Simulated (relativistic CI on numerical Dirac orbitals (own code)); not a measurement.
**Cr⁶⁺ in a cubic cluster: 1s photoemission with charge transfer**

Computed with a charge-transfer multiplet model of a cubic metal-ligand cluster with up to 2 ligand holes, Slater and spin-orbit integrals from Dirac-Coulomb-Breit ions, Slater integrals scaled by 0.8. The ground state mixes d0 with configurations of k ligand holes L, whose averages lie at kΔ + k(k − 1)U_dd/2; a core hole lowers each added d electron by U_cd. 20 K, Lorentzian 1.1 eV and Gaussian 0.6 eV FWHM.

Atomic integrals in eV (Slater integrals scaled, ζ unscaled), ground: F2dd 9.377, F4dd 5.906, zeta_d 0.039; with the core hole: F2dd 9.377, F4dd 5.906, zeta_d 0.066, G2cd 0.064. Where a configuration has fewer than two d electrons, the dd integrals are those of d2.

Cluster parameters (eV): Δ = -1.6, U_dd = 4.6, U_cd = 5.5, 10Dq = 0.2, 10Dq(ligand) = 1.1, final-state hopping factor = 1.

Weights, n_d and S are thermal averages at 20 K. Binding energies count from the first peak over 30 % of the highest in each spectrum, which can be another peak from case to case. The parameters are a model scan and need not match a compound or its usual spin state. Peaks in eV (height, largest 100): 0.0 (100), 5.2 (53), 12.7 (8).

Task: Which parameters give this spectrum?
A. V(eg) = 1.95 eV, V(t2g) = -0.9 eV
B. V(eg) = 2.25 eV, V(t2g) = -1.03 eV
C. V(eg) = 0.75 eV, V(t2g) = -0.34 eV
D. V(eg) = 1.35 eV, V(t2g) = -0.62 eV
E. V(eg) = 1.65 eV, V(t2g) = -0.76 eV

Result: C. V(eg) = 0.75 eV, V(t2g) = -0.34 eV; the ground state then has 1.07 d electrons and S = 0.01. The choice follows from running the model for each set and comparing peak positions and heights. The space is cut while the next configuration still counts.
